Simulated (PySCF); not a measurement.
# Cl²⁺ (chlorine, charge +2): UHF calculation

Configuration: [Ne] 3s2 3p3, high-spin 4S determinant. All numbers are calculated (PySCF 2.14, the non-relativistic Hamiltonian (point nucleus), in aug-cc-pV(T+d)Z).

* Total energy: -458.223120 hartree
* One-electron energy: -618.6756 hartree
* Hartree (Coulomb) energy: 187.3752 hartree
* Exchange energy: -26.9227 hartree
* Kinetic energy: 458.17428 hartree
* ⟨S²⟩: 3.7508
* ⟨L²⟩: 0.000
* Sum of ⟨r⟩: 11.21 bohr
* Sum of ⟨r²⟩: 15.47 bohr²
* Density at the nucleus (Gaussians lack the cusp): 3180 bohr⁻³
* Spin density at the nucleus: 0.433 bohr⁻³
* Langevin diamagnetic susceptibility: -12.3 ×10⁻⁶ cm³/mol

```csv
shell,electrons,mean orbital energy (hartree),"rms radius, mean of both spins (bohr)"
1s α,1,-105.94319,0.106
1s β,1,-105.90161,0.106
2s α,1,-11.64057,0.480
2s β,1,-11.59924,0.480
2p α,3,-9.11786,0.451
2p β,3,-9.04371,0.451
3s α,1,-2.11339,1.57
3s β,1,-1.71170,1.57
3p α,3,-1.45871,1.72
```

Spin-orbit constants ζ (cm⁻¹) from the X2C one-electron operator on these orbitals (non-relativistic here): bare nucleus, nucleus screened by l(l+1)(2l+1)/3 electrons, and screened by the Breit-Pauli mean field of the electrons.

| shell | bare | screened nucleus | mean field |
| --- | --- | --- | --- |
| 2p | 9848 | 8689 | 8156 |
| 3p | 874.7 | 771.8 | 716.3 |
